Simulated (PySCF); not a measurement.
Correlation energy of Mn+ (manganese, charge +1)

[Ar] 3d5 4s1, high-spin 7S determinant. Computed with PySCF 2.14 in x2c-TZVPPall, with the spin-free X2C one-electron Hamiltonian (Gaussian nucleus). Frozen: [Ar]; 6 electrons correlated.

```csv
level,correlation energy (mhartree)
CCSD,-89.80
(T),-1.21
CCSD(T),-91.01
```

Diagnostics: T1 = 0.0076, D1 = 0.0174, largest double amplitude 0.019.

Cost of the coupled-cluster step: of the order of 4 core-seconds, for 6 correlated electrons.

Iterations:

```
CC2 = 0
CCSD nocc = (np.int64(6), np.int64(0)), nmo = (55, 55)
frozen orbitals [[0, 1, 2, 3, 4, 5, 6, 7, 8], [0, 1, 2, 3, 4, 5, 6, 7, 8]]
max_cycle = 100
direct = 0
conv_tol = 1e-08
conv_tol_normt = 1e-06
diis_space = 8
diis_start_cycle = 0
Init t2, MP2 energy = -0.083905106814518
Init E_corr(UCCSD) = -0.083905106913512
cycle = 1  E_corr(UCCSD) = -0.0888553840526438  dE = -0.00495027714  norm(t1,t2) = 0.0202771
cycle = 2  E_corr(UCCSD) = -0.0895698749750685  dE = -0.000714490922  norm(t1,t2) = 0.00631978
cycle = 3  E_corr(UCCSD) = -0.0898133322624649  dE = -0.000243457287  norm(t1,t2) = 0.00248387
cycle = 4  E_corr(UCCSD) = -0.0898000196002797  dE = 1.33126622e-05  norm(t1,t2) = 0.000177438
cycle = 5  E_corr(UCCSD) = -0.0897962003944729  dE = 3.81920581e-06  norm(t1,t2) = 4.61118e-05
cycle = 6  E_corr(UCCSD) = -0.08979661096014  dE = -4.10565667e-07  norm(t1,t2) = 4.6951e-06
cycle = 7  E_corr(UCCSD) = -0.0897965874783382  dE = 2.34818018e-08  norm(t1,t2) = 6.28238e-07
cycle = 8  E_corr(UCCSD) = -0.0897965853113385  dE = 2.16699972e-09  norm(t1,t2) = 9.46401e-08
UCCSD converged
E(UCCSD) = -1157.242722675421  E_corr = -0.08979658531133847
UCCSD(T) correction = -0.00120609124194325
```
